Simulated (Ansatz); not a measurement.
SiSn₄. The state is a singlet with charge 0. Geometry PBE-D4/def2-SVP.

```xyz
5

Si   -0.943   -0.835   -0.930
Sn    1.107    0.981    1.092
Sn   -1.752    0.651    1.038
Sn    0.649    1.044   -1.749
Sn    0.938   -1.841    0.549
```

In the def2 sets Sn takes a core potential, while STO-3G treats all electrons; there is no spin–orbit coupling. The restricted singlet is unstable towards broken spin symmetry in Hartree–Fock (as tested in another run); at HF/STO-3G this wasn't settled. The structure comes from a short search, and lower isomers may exist.

(1) Estimate the orbital energies around the gap (eV) in Ansatz with HF/STO-3G, PBE-D4/def2-TZVPD, BLYP-D4/def2-TZVP, r2SCAN-D4/def2-TZVPD, PBE0-D4/def2-SVP.

## Answers

(1) 
```csv
orbital,HF/STO-3G,PBE-D4/def2-TZVPD,BLYP-D4/def2-TZVP,r2SCAN-D4/def2-TZVPD,PBE0-D4/def2-SVP
HOMO−13,-20.88,-24.95,-24.78,-25.69,-27.86
HOMO−12,-20.88,-24.95,-24.78,-25.69,-27.86
HOMO−11,-20.72,-24.90,-24.72,-25.63,-27.78
HOMO−10,-20.72,-24.90,-24.72,-25.63,-27.78
HOMO−9,-17.25,-13.79,-13.58,-14.40,-15.74
HOMO−8,-11.71,-10.70,-10.56,-11.08,-12.09
HOMO−7,-10.61,-10.70,-10.56,-11.08,-12.09
HOMO−6,-10.61,-10.55,-10.40,-10.95,-11.99
HOMO−5,-5.82,-7.99,-7.89,-8.21,-8.89
HOMO−4,-4.67,-5.80,-5.56,-6.05,-6.58
HOMO−3,-4.67,-5.44,-5.22,-5.67,-6.31
HOMO−2,-3.80,-5.44,-5.22,-5.67,-6.31
HOMO−1,-3.36,-5.11,-4.89,-5.31,-5.83
HOMO,-3.36,-5.11,-4.89,-5.31,-5.83
LUMO,3.70,-3.27,-3.09,-3.29,-2.77
LUMO+1,4.37,-3.09,-2.95,-3.08,-2.61
LUMO+2,4.37,-3.09,-2.95,-3.08,-2.61
LUMO+3,5.48,-2.37,-2.26,-2.31,-1.77
LUMO+4,9.16,-1.38,-1.24,-1.09,-0.59
LUMO+5,9.16,-0.95,-0.78,-0.69,-0.14
```
